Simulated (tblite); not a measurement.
Species: C₅H₇FNO (doublet state).
Z-matrix (Å and degrees, GFN2-xTB geometry), rows numbered from 1:
```
C 
N   1  1.4430
C   2  1.3719  1  119.40
C   3  1.3483  2  129.56  1   -12.36
O   4  1.3666  3  112.84  2  -175.34
C   5  1.3659  4  107.64  3     5.72
F   6  1.3626  5  112.58  4  -142.83
C   3  1.5058  2  121.91  1   172.87
H   1  1.0967  2  112.93  3   -63.75
H   1  1.0893  2  108.73  3    56.67
H   1  1.0879  2  108.82  3   174.94
H   2  1.0101  1  114.87  3   141.51
H   4  1.0714  3  131.59  2     2.77
H   8  1.0944  3  111.89  2    51.29
H   8  1.0989  3  113.17  2   -70.26
```

Computed values, GFN2-xTB/tblite, gas phase, harmonic and unscaled. Against measured fundamentals such values can be off by several per cent, at times by over 20. One conformer, not necessarily the lowest. Open shells enter through the occupations alone, without spin polarisation, and single modes of such species can be off by tens of per cent.

Harmonic wavenumbers (cm⁻¹): 84.9, 140.7, 157.6, 203.9, 307.8, 329.4, 422.3, 440.4, 473.8, 527.9, 599.6, 699.2, 713.6, 873.7, 927.6, 944.3, 1059.4, 1078.9, 1083.0, 1100.3, 1141.6, 1152.7, 1181.7, 1242.3, 1247.6, 1285.9, 1411.1, 1414.8, 1432.6, 1473.3, 1489.9, 1658.9, 2855.4, 2910.3, 2931.5, 3017.8, 3033.3, 3173.0, 3420.6.

A = 6138, B = 1199, C = 1035 MHz; mass 116.051 u (most abundant isotopes); point group C1, symmetry number 1; spin multiplicity 2.

**Question.** What is the zero-point energy?

**Answer.** ½Σν̃ = 24821 cm⁻¹ = 296.93 kJ/mol.

**Question.** Give the ideal-gas entropy at 350 K and 1 bar in the rigid-rotor, harmonic-oscillator model (classical rotation).

**Answer.** Translation 171.48, rotation 119.72, vibration 96.24, spin (R ln 2) 5.76: S = 393.2 J/(mol K).

**Question.** And Cp and H(350 K) − H(0)?

**Answer.** Cp = 147.95 J/(mol K), of which vibrations give 114.70 (their classical limit is 39 R = 324.3); H(350 K) − H(0) = 30.75 kJ/mol without the zero-point energy, 19.11 from vibrations.

**Question.** Blend soft modes into free rotors: weight 1/[1 + (100 cm⁻¹/ν̃)⁴] for the oscillator and the rest for a rotor with moment μB/(μ + B), μ = h/(8π²ν), B = 10⁻⁴⁴ kg m². What vibrational entropy results?

**Answer.** 93.20 J/(mol K) in place of 96.24, which changes −T·S at 350 K by +1.06 kJ/mol.

**Question.** Which modes carry the vibrational entropy at 350 K?

**Answer.** 84.9 cm⁻¹: 17.11; 140.7 cm⁻¹: 12.98; 157.6 cm⁻¹: 12.07; 203.9 cm⁻¹: 10.02; 307.8 cm⁻¹: 6.89; 329.4 cm⁻¹: 6.40 J/(mol K); the other 33 give 30.77 together.

**Question.** What must be added to the electronic energy to get the Gibbs energy at 350 K and 1 bar?

**Answer.** ZPE + [H(350 K) − H(0)] − T·S = 296.93 + 30.75 − 137.62 = 190.06 kJ/mol.

**Question.** How do the functions run with temperature in this model?

**Answer.** 
| T (K) | S (J/(mol K)) | Cp (J/(mol K)) | H − H(0) (kJ/mol) | G − H(0) (kJ/mol) | ln q(vib) |
| --- | --- | --- | --- | --- | --- |
| 150 | 300.9 | 79.5 | 8.02 | -37.12 | 1.44 |
| 250 | 349.5 | 113.6 | 17.67 | -69.71 | 3.17 |
| 298.15 | 370.9 | 130.3 | 23.54 | -87.06 | 4.04 |
| 400 | 414.0 | 164.1 | 38.56 | -127.05 | 5.95 |
| 600 | 491.1 | 215.9 | 76.91 | -217.73 | 9.77 |
| 900 | 588.5 | 263.7 | 149.52 | -380.17 | 15.31 |

q(vib) and H(0) count from the zero-point level.

Hindered rotation and anharmonicity are outside this model. Other conformers, if any are populated, would add a mixing term that is left out. The structure is chiral; the term R ln 2 for an equal mix with its mirror image is left out.

Hardware: Arm Neoverse V2, one thread, shared host with 96 logical CPUs at a one-minute load of 94. Cost: 0.33 s wall. The figure is for the frequency step alone.
